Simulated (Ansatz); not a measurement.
Ideal-gas functions of CH5B2I, SMILES `BB(C)I` at 600 K and 1 bar, from an Ansatz frequency run at PBE0-D4/def2-TZVP.

Molar mass 165.58 g/mol, point group C1 (symmetry number 1), electronic degeneracy 1, moments of inertia 69.271, 199.847, 261.767 u Å². Harmonic wavenumbers (cm⁻¹, unscaled): 33, 149, 215, 259, 431, 538, 562, 701, 859, 886, 910, 1116, 1244, 1337, 1433, 1444, 2574, 2649, 3039, 3106, 3136.

Use S(trans) = R[1.5 ln M + 2.5 ln T − 1.1517]; rotational temperatures θ = 24.2544 K / I; S(rot) = R[ln(√π/σ · √(T³/θAθBθC)) + 1.5]; for each mode x = 1.438777 ν̃/T, S = R[x/(eˣ − 1) − ln(1 − e⁻ˣ)] and H = RT x/(eˣ − 1); 1 cm⁻¹ = 0.0119627 kJ/mol; R = 8.31446 J/(mol·K).

Question: By hand: the entropy, in J/(mol·K).

Answer: Translation 187.1. Rotation: θ = 0.3501, 0.1214, 0.0927 K, giving 120.0. Vibration, mode by mode: 29.41, 16.92, 13.91, 12.41, 8.40, 6.75, 6.44, 4.91, 3.64, 3.45, 3.30, 2.24, 1.75, 1.47, 1.22, 1.20, 0.12, 0.11, 0.05, 0.04, 0.04, in all 117.8. Electronic 0.0. Sum 424.9 J/(mol·K).

Question: By hand: H − E and G − E in kJ/mol, counted from the electronic energy.

Answer: Zero-point energy ½ × 26621 × 0.0119627 = 159.2; thermal vibration 34.0; translation, rotation and pV give 4 RT = 20.0. H − E = 213.2 kJ/mol, and G − E = 213.2 − 600 × 424.9/1000 = -41.7 kJ/mol.

Vibration gives 28 % of the entropy, 46.3 J/(mol·K) of it from the modes under 150 cm⁻¹: soft modes count most, and the harmonic formula is weakest for them. The sum counts one conformer and one mirror image; others add a mixing term.
